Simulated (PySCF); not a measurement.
Electron correlation in Rh (rhodium, neutral)

[Kr] 4d7 5s2, high-spin 4F determinant (an excited configuration). Computed with PySCF 2.14 in x2c-TZVPPall, with scalar relativity by spin-free X2C-1e. Frozen: [Kr]; 9 electrons correlated.

| level | correlation energy (mhartree) |
| --- | --- |
| CCSD | -232.15 |
| (T) | -8.83 |
| CCSD(T) | -240.98 |

Diagnostics: T1 = 0.020, D1 = 0.0734, largest double amplitude 0.075.

Cost of the coupled-cluster step: roughly 4 core-seconds, for 9 correlated electrons.
